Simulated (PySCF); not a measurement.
## Electronic structure of Ag²⁺ (silver, charge +2) at the UHF level

Configuration: [Kr] 4d8 5s1, high-spin 4F determinant (an excited configuration). Calculation: PySCF 2.14, in x2c-TZVPPall; the spin-free X2C one-electron Hamiltonian (Gaussian nucleus).

* Total energy: -5311.582704 hartree
* One-electron energy: -7281.9952 hartree
* Hartree (Coulomb) energy: 2117.8375 hartree
* Exchange energy: -147.4250 hartree
* ⟨S²⟩: 3.7532
* ⟨L²⟩: 12.045
* Sum of ⟨r⟩: 27.81 bohr
* Sum of ⟨r²⟩: 33.73 bohr²
* Langevin diamagnetic susceptibility: -26.7 ×10⁻⁶ cm³/mol

| shell | electrons | mean orbital energy (eV) | spread (eV) | rms radius, mean of both spins (bohr) |
| --- | --- | --- | --- | --- |
| 1s α | 1 | -25673.5 | 0 | 0.0357 |
| 1s β | 1 | -25673.4 | 0 | 0.0357 |
| 2s α | 1 | -3891.3 | 0 | 0.146 |
| 2s β | 1 | -3890.4 | 0 | 0.146 |
| 2p α | 3 | -3488.1 | 0 | 0.130 |
| 2p β | 3 | -3487.3 | 0 | 0.130 |
| 3s α | 1 | -774.21 | 0 | 0.392 |
| 3s β | 1 | -773.65 | 0 | 0.392 |
| 3p α | 3 | -638.18 | 0 | 0.394 |
| 3p β | 3 | -637.66 | 0 | 0.394 |
| 3d α | 5 | -423.59 | 0.386 | 0.376 |
| 3d β | 5 | -422.53 | 1.448 | 0.376 |
| 4s α | 1 | -146.60 | 0 | 0.969 |
| 4s β | 1 | -142.13 | 0 | 0.969 |
| 4p α | 3 | -104.59 | 0 | 1.06 |
| 4p β | 3 | -99.383 | 0 | 1.06 |
| 4d α | 5 | -42.125 | 1.314 | 1.37 |
| 4d β | 3 | -40.001 | 0 | 1.37 |
| 5s α | 1 | -25.714 | 0 | 2.71 |

Densities and radii are taken from the X2C orbitals without a picture-change correction, which distorts them close to the nucleus.

Spin-orbit constants ζ (cm⁻¹) from the X2C one-electron operator on these orbitals: bare nucleus, nucleus screened by l(l+1)(2l+1)/3 electrons, and screened by the Breit-Pauli mean field of the electrons.

```tsv
shell	bare	screened nucleus	mean field
2p	944000	903800	886100
3p	168800	161700	158000
3d	24900	19600	18760
4p	26380	25260	24620
4d	2573	2025	1890
```

To first order the Landé constant is A = -629.9 cm⁻¹, so the lowest level has J = 9/2 and lies 0.351 eV below the centre of the term. This holds in LS coupling only.
